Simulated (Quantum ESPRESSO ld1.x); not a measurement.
Numerical settings for the lanthanum ion La3+, [Xe]. Calculated with ld1.x of Quantum ESPRESSO 7.5: Dirac Kohn-Sham, revPBE, spin-unpolarised, spherical densities, point nucleus. With the defaults (dx = 0.008, xmin = -8.0, rmax = 100, beta = 0.2, tr2 = 1e-14) the mesh has 2083 points, the cycle takes 24 iterations, E = -8496.466269 hartree and the 5p3/2 eigenvalue is -1.61278 hartree. The mesh is r = exp(xmin + i dx)/Z up to rmax; beta is the mixing and tr2 the threshold. One setting is changed at a time.

change	mesh points	iterations	change of E (mhartree)	change of e(5p3/2) (mhartree)
dx = 0.08	209	27	-183.689	+0.949
dx = 0.04	417	28	-42.756	+0.218
xmin = -6	1833	23	-0.532	0.000
xmin = -9	2207	27	-0.002	0.000
rmax = 150	2133	24	0.000	0.000
rmax = 15	1845	24	0.000	0.000
beta = 0.05	2083	39	+0.001	0.000
beta = 1	2083	10	-0.001	0.000
tr2 = 1e-10	2083	17	+0.131	0.000
tr2 = 0.0001	2083	9	+38.992	+0.055
